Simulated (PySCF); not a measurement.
## Shapes and spin states of RuF₃

Computed with PBE0 in PySCF with Ru def2-TZVP with ECP28, F def2-TZVP; scalar-relativistic core potentials, no spin–orbit coupling; density-fitted integrals.

Relaxations began from a few typed shapes and spin states; open shells are unrestricted. The search is not exhaustive: other isomers or separated fragments can lie lower, and high-lying points may rest on an excited occupation.

| spin | group | bonds | angles | imaginary modes (cm⁻¹) | ΔE (kJ/mol) | ΔE with ZPE (kJ/mol) |
| --- | --- | --- | --- | --- | --- | --- |
| quartet | C2v | Ru–F 1.839 Å (×2), Ru–F 1.853 Å | F–Ru–F 98.3° (×2), F–Ru–F 163.4° | none | 0.0 | 0.0 |
| quartet | C2v | Ru–F 1.823 Å, Ru–F 1.840 Å (×2) | F–Ru–F 100.6° (×2), F–Ru–F 158.8° | none | 5.4 | 5.5 |
| quartet | C2v | Ru–F 1.825 Å (×2), Ru–F 1.851 Å | F–Ru–F 90.6°, F–Ru–F 134.7° (×2) | 130i | 17.5 | – |
| doublet | D3h | Ru–F 1.816 Å (×3) | F–Ru–F 120.0° (×3) | none | 54.3 | 53.7 |
| doublet (⟨S²⟩ 1.41) | C2v | Ru–F 1.803 Å, Ru–F 1.823 Å (×2) | F–Ru–F 94.6°, F–Ru–F 132.7° (×2) | none | 61.1 | 59.8 |
| sextet | D3h | Ru–F 1.912 Å (×3) | F–Ru–F 120.0° (×3) | none | 62.5 | 59.5 |
| broken-symmetry Ms = 1/2 (⟨S²⟩ 1.76) | C2v | Ru–F 1.838 Å (×2), Ru–F 1.844 Å | F–Ru–F 98.3° (×2), F–Ru–F 163.4° | 139i | 68.1 | – |

The lowest minimum found is the quartet C2v: Ru–F 1.839 Å (×2), Ru–F 1.853 Å; F–Ru–F 98.3° (×2), F–Ru–F 163.4°.

Formally Ru is in oxidation state +3, d5, with 3 unpaired electrons (the high-spin count would be 5). The Mulliken spin on Ru is 2.65. The polar-tensor charge on Ru, 1.94, is below the formal one.

For the lowest minimum: with open d or f shells other occupations or spin states may lie lower.

The electron or spin density has lower symmetry than the nuclear frame for the doublet D3h at 54.3 kJ/mol.
